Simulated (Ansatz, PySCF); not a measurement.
System: CBr2 (charge 0, singlet). 
Coordinates optimised at B3LYP-D3(BJ)/def2-TZVP (Ansatz, a first-principles code):
```xyz
3

C      0.0657    -0.0511     0.9940
Br     0.8365     1.3172    -0.0734
Br    -0.8477    -1.3085    -0.0970
```
Charge 0, spin multiplicity 1.

Property: vertical triplet-singlet gap (E(triplet) - E(singlet); each state is the SCF solution reached for its spin; for the singlet the Hartree-Fock reference is unstable and T1 is 0.025), in kcal/mol. Valence correlation only, unless marked. UHF or UKS for open shells. No spin-orbit coupling. The frozen core is the preceding noble-gas configuration, with the filled d and f shells of earlier blocks. Non-relativistic. Basis-set limits of correlation are two-point, X^-3; Hartree-Fock from the larger set. The bracket is a focal-point correction in the basis named.

```tsv
level	program	vertical triplet-singlet gap (kcal/mol)
HF/aug-cc-pVDZ	Ansatz	-1.5
HF/aug-cc-pVTZ	Ansatz	-2.5
HF/aug-cc-pVQZ	Ansatz	-2.7
PBE/def2-TZVPD	Ansatz	23.1
r2SCAN/def2-TZVPD	Ansatz	17.0
B3LYP/def2-TZVPD	Ansatz	21.2
PBE0/def2-TZVPD	Ansatz	18.0
M06-2X/def2-TZVPD	PySCF	20.7
CAM-B3LYP/def2-TZVPD	Ansatz	18.3
wB97M-V/def2-TZVPD	Ansatz	23.8
wB97X-V/def2-TZVPD	Ansatz	20.2
MP2/aug-cc-pVDZ	Ansatz	20.8
MP2/aug-cc-pVTZ	Ansatz	21.8
RI-MP2/aug-cc-pVQZ	Ansatz	22.5
RI-MP2/CBS(aug-cc-pVTZ,aug-cc-pVQZ)	Ansatz	23.1
SCS-MP2/aug-cc-pVDZ	Ansatz	22.5
CCSD/aug-cc-pVDZ	Ansatz	19.5
CCSD/aug-cc-pVTZ	Ansatz	19.3
CCSD(T)/aug-cc-pVDZ	Ansatz	22.5
CCSD(T)/aug-cc-pVTZ	Ansatz	22.6
RI-MP2/CBS(aug-cc-pVTZ,aug-cc-pVQZ)+[CCSD(T)-MP2]/aug-cc-pVTZ	Ansatz	23.9
```
